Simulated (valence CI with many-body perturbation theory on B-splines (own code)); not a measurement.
# E1 line list for Os43+

Level of theory: valence CI with perturbative core correlation (CI+MBPT): five valence electrons over a frozen Dirac-Fock core [Ar] 3d10, radial functions for each j: 9 s, 9 p, 8 d, 6 f, 3 g, 1 h, with the one-electron correlation potential Σ1 (screened to all orders), the two-electron term Σ2, the three-electron term Σ3, Breit, model QED; selected single and double excitations, second order for the rest (own B-spline code, finite nucleus).

The last digits are not significant, and no measured levels were compared; by estimate large intervals hold to a few tenths of a per cent, small ones and those within an open d or f shell to about a per cent. Among the levels kept, up to 270 cm⁻¹ of a level comes from second order outside the variational space, and about a tenth of that is noise between levels of different J, which matters for small intervals.

Lines 1 to 50 of 212 in falling wavelength, among levels below 30.520 Ry, chosen from the strongest by gf and those to the six lowest levels. Wavelengths and rates use the calculated energies. Electric multipoles are in the length gauge, E1 and E2 with the static RPA response of the core. Weak lines are less certain than strong ones. Lines between different terms over intervals too small for the method are left out, as are lines whose strength nearly cancels. The highest levels of a list are the least certain.

Levels are named by their leading jj configuration (3d3/2^4 stands for four electrons in 3d with j = 3/2), which in mixed levels can hold well under half, so a name can repeat and another be missing. Letters in brackets count levels of one name in rising energy.

```tsv
λ vac (nm)	Upper	Lower	A (s⁻¹)	S (a.u.)
38.94	(4s^2 4p3/2^3) J=3/2	(4s^2 4p1/2^2 4d5/2) J=5/2	2.66e+05	3.10e-05
27.74	(4s^2 4p1/2^2 4d3/2) J=3/2	(4s^2 4p1/2 4p3/2^2) J=1/2	2.64e+05	1.11e-05
23.92	(4s^2 4p1/2^2 4d3/2) J=3/2	(4s^2 4p1/2 4p3/2^2) J=5/2	5.24e+07	1.42e-03
21.56	(4s^2 4p1/2^2 4d3/2) J=3/2	(4s^2 4p1/2 4p3/2^2) J=3/2	3.55e+06	7.02e-05
20.70	(4s^2 4p3/2^3) J=3/2	(4s^2 4p1/2^2 4d3/2) J=3/2	8.38e+05	1.47e-05
20.44	(4s^2 4p1/2^2 4f5/2) J=5/2	(4s^2 4p1/2 4p3/2 4d5/2) J=7/2 [b]	1.99e+08	5.03e-03
18.07	(4s 4p1/2^2 4p3/2 4d5/2) J=5/2	(4s 4p1/2 4p3/2^3) J=5/2	2.83e+08	4.94e-03
17.12	(4s^2 4p1/2 4p3/2 4d5/2) J=5/2 [a]	(4s^2 4p3/2^3) J=3/2	3.87e+08	5.75e-03
17.00	(4s^2 4p1/2^2 4f7/2) J=7/2	(4s^2 4p1/2 4p3/2 4d5/2) J=5/2 [b]	3.07e+08	5.97e-03
16.97	(4s^2 4p1/2^2 4f7/2) J=7/2	(4s^2 4p1/2 4p3/2 4d5/2) J=7/2 [b]	4.16e+08	8.03e-03
16.76	(4s 4p1/2^2 4p3/2 4d3/2) J=7/2	(4s^2 4p1/2 4p3/2 4d5/2) J=9/2	2.37e+08	4.40e-03
16.29	(4s 4p1/2^2 4p3/2 4d5/2) J=5/2	(4s 4p1/2 4p3/2^3) J=3/2 [a]	6.41e+08	8.21e-03
15.89	(4s 4p1/2^2 4p3/2 4d3/2) J=5/2 [a]	(4s^2 4p1/2 4p3/2 4d3/2) J=3/2 [b]	1.38e+09	1.64e-02
15.74	(4s 4p1/2^2 4p3/2 4d3/2) J=3/2 [a]	(4s^2 4p1/2 4p3/2 4d3/2) J=1/2 [b]	1.05e+09	8.10e-03
15.72	(4s 4p1/2^2 4p3/2 4d3/2) J=1/2 [a]	(4s^2 4p1/2 4p3/2 4d3/2) J=1/2 [b]	1.24e+09	4.76e-03
15.53	(4s 4p1/2^2 4p3/2 4d3/2) J=1/2 [a]	(4s^2 4p1/2 4p3/2 4d3/2) J=3/2 [b]	7.67e+08	2.84e-03
15.52	(4s^2 4p1/2^2 4d5/2) J=5/2	(4s^2 4p1/2 4p3/2^2) J=5/2	6.57e+08	7.27e-03
15.29	(4s 4p1/2^2 4p3/2 4d3/2) J=3/2 [a]	(4s^2 4p1/2 4p3/2 4d3/2) J=5/2 [b]	3.71e+08	2.62e-03
15.14	(4s^2 4p1/2^2 4f5/2) J=5/2	(4s^2 4p1/2 4p3/2 4d3/2) J=3/2 [b]	1.70e+09	1.75e-02
14.98	(4s 4p1/2^2 4p3/2 4d3/2) J=7/2	(4s^2 4p1/2 4p3/2 4d3/2) J=5/2 [b]	4.70e+09	6.24e-02
14.89	(4s^2 4p1/2^2 4f5/2) J=5/2	(4s^2 4p1/2 4p3/2 4d3/2) J=5/2 [b]	8.67e+08	8.48e-03
14.49	(4s^2 4p1/2^2 4d5/2) J=5/2	(4s^2 4p1/2 4p3/2^2) J=3/2	8.64e+08	7.78e-03
13.87	(4s 4p1/2^2 4p3/2 4d5/2) J=5/2	(4s^2 4p1/2 4p3/2 4d5/2) J=7/2 [b]	2.98e+08	2.36e-03
13.83	(4s^2 4p1/2 4p3/2 4d5/2) J=1/2	(4s^2 4p3/2^3) J=3/2	9.80e+08	2.56e-03
13.65	(4s 4p1/2^2 4p3/2 4d5/2) J=3/2	(4s^2 4p1/2 4p3/2 4d5/2) J=1/2	9.69e+08	4.86e-03
13.52	(4s 4p1/2^2 4p3/2 4d3/2) J=3/2 [b]	(4s^2 4p1/2 4p3/2 4d3/2) J=1/2 [b]	2.16e+09	1.05e-02
13.48	(4s 4p1/2^2 4p3/2 4d5/2) J=3/2	(4s^2 4p1/2 4p3/2 4d5/2) J=3/2 [b]	1.15e+09	5.54e-03
13.38	(4s 4p1/2^2 4p3/2 4d3/2) J=3/2 [b]	(4s^2 4p1/2 4p3/2 4d3/2) J=3/2 [b]	5.83e+09	2.76e-02
13.19	(4s 4p1/2^2 4p3/2 4d5/2) J=9/2	(4s^2 4p1/2 4p3/2 4d5/2) J=9/2	7.86e+09	8.90e-02
13.19	(4s 4p1/2^2 4p3/2 4d3/2) J=3/2 [b]	(4s^2 4p1/2 4p3/2 4d3/2) J=5/2 [b]	1.50e+09	6.79e-03
13.12	(4s 4p1/2^2 4p3/2 4d3/2) J=5/2 [a]	(4s^2 4p1/2 4p3/2 4d3/2) J=7/2	4.90e+09	3.28e-02
12.96	(4s^2 4p1/2^2 4f7/2) J=7/2	(4s^2 4p1/2 4p3/2 4d3/2) J=5/2 [b]	1.99e+09	1.71e-02
12.84	(4s 4p1/2^2 4p3/2 4d5/2) J=7/2 [a]	(4s^2 4p1/2 4p3/2 4d5/2) J=5/2 [b]	6.18e+09	5.16e-02
12.82	(4s 4p1/2^2 4p3/2 4d5/2) J=7/2 [a]	(4s^2 4p1/2 4p3/2 4d5/2) J=7/2 [b]	3.88e+09	3.23e-02
12.67	(4s 4p1/2^2 4p3/2 4d3/2) J=7/2	(4s^2 4p1/2 4p3/2 4d3/2) J=7/2	8.38e+09	6.73e-02
12.61	(4s^2 4p1/2^2 4f5/2) J=5/2	(4s^2 4p1/2 4p3/2 4d3/2) J=7/2	1.12e+09	6.65e-03
12.43	(4s 4p1/2 4p3/2^3) J=3/2 [a]	(4s^2 4p3/2^3) J=3/2	1.05e+09	3.99e-03
12.42	(4s 4p1/2^2 4p3/2^2) J=5/2	(4s^2 4p1/2 4p3/2^2) J=5/2	8.57e+09	4.86e-02
12.42	(4s 4p1/2^2 4p3/2 4d3/2) J=5/2 [a]	(4s^2 4p1/2 4p3/2 4d3/2) J=3/2 [a]	2.27e+09	1.29e-02
12.38	(4s 4p1/2^2 4p3/2 4d3/2) J=1/2 [b]	(4s^2 4p1/2 4p3/2 4d3/2) J=1/2 [b]	1.01e+10	1.90e-02
12.37	(4s 4p1/2^2 4p3/2 4d3/2) J=5/2 [a]	(4s^2 4p1/2 4p3/2 4d3/2) J=5/2 [a]	7.25e+09	4.07e-02
12.35	(4s 4p1/2^2 4p3/2 4d5/2) J=9/2	(4s^2 4p1/2 4p3/2 4d5/2) J=7/2 [a]	1.61e+10	1.50e-01
12.27	(4s 4p1/2^2 4p3/2 4d3/2) J=1/2 [b]	(4s^2 4p1/2 4p3/2 4d3/2) J=3/2 [b]	4.50e+09	8.19e-03
12.24	(4s 4p1/2^2 4p3/2 4d3/2) J=3/2 [a]	(4s^2 4p1/2 4p3/2 4d3/2) J=1/2 [a]	2.60e+09	9.43e-03
12.23	(4s 4p1/2^2 4p3/2 4d3/2) J=1/2 [a]	(4s^2 4p1/2 4p3/2 4d3/2) J=1/2 [a]	1.37e+10	2.48e-02
12.21	(4s 4p1/2^2 4p3/2 4d3/2) J=3/2 [a]	(4s^2 4p1/2 4p3/2 4d3/2) J=3/2 [a]	9.42e+09	3.39e-02
12.20	(4s 4p1/2^2 4p3/2 4d3/2) J=1/2 [a]	(4s^2 4p1/2 4p3/2 4d3/2) J=3/2 [a]	5.71e+09	1.02e-02
12.16	(4s 4p1/2^2 4p3/2 4d3/2) J=3/2 [a]	(4s^2 4p1/2 4p3/2 4d3/2) J=5/2 [a]	8.33e+09	2.96e-02
11.99	(4s 4p1/2^2 4p3/2 4d5/2) J=5/2	(4s^2 4p1/2 4p3/2 4d5/2) J=5/2 [a]	1.18e+10	6.04e-02
11.97	(4s 4p1/2^2 4p3/2 4d3/2) J=7/2	(4s^2 4p1/2 4p3/2 4d3/2) J=5/2 [a]	2.09e+09	1.42e-02
```
